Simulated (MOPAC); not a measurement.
MOPAC input (AM1):

```
AM1 1SCF CHARGE=1 GEO-OK AUX(PRECISION=9) THREADS=1
HTe

Te   -0.00000000 1   -0.00000000 1   -0.03157231 1
H     0.00000000 1    0.00000000 1    1.64175989 1
```

Question: What heat of formation does the run end on, and which ionisation energy by Koopmans theorem?

Answer: 246.60 kcal/mol; 12.41 eV.
